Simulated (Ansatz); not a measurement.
Compare A (`O[SiH2]/C(O)=C\Cl`) with its isomer B (`CC(=O)O[SiH2]Cl`).

Isolated molecules relaxed with PBE0-D4/def2-TZVP in Ansatz; ΔE leaves out vibrations. CBS: MP2 limit from def2 TZ/QZ plus the TZ coupled-cluster correction, frozen cores. Functionals use def2-TZVPP. B3LYP here is the variant with VWN-RPA as its local correlation; programs differ in this. One conformer a species, not always the lowest.

Question: Which is lower in electronic energy at CCSD(T)/CBS, and by how much? (Estimate.)

Answer: The calculation gave: B, by 53.8 kcal/mol.

Question: Give E(B) − E(A) in kcal/mol with PBE0-D4, MP2/def2-TZVPP, B2PLYP, B3LYP-D4, CCSD/def2-TZVPP, r2SCAN-D4, CCSD(T)/def2-TZVPP. (An estimate is asked.)

Answer: The calculation gave: PBE0-D4 -54.5, MP2/def2-TZVPP -55.7, B2PLYP -56.2, B3LYP-D4 -54.4, CCSD/def2-TZVPP -56.2, r2SCAN-D4 -56.2, CCSD(T)/def2-TZVPP -55.2. None reverses the order clearly.

Largest T1 diagnostic: 0.014.

In def2-TZVPP, CCSD(T) changes the Hartree–Fock value by +9.1 kcal/mol (the triples alone add +1.0 kcal/mol) and MP2 by +8.5 kcal/mol. The D4 term adds +1.1 kcal/mol with B3LYP and +0.6 kcal/mol with PBE0; it sums over pairs of atoms, weighted by their polarisabilities, and B3LYP, whose exchange is more repulsive, gets the larger term.
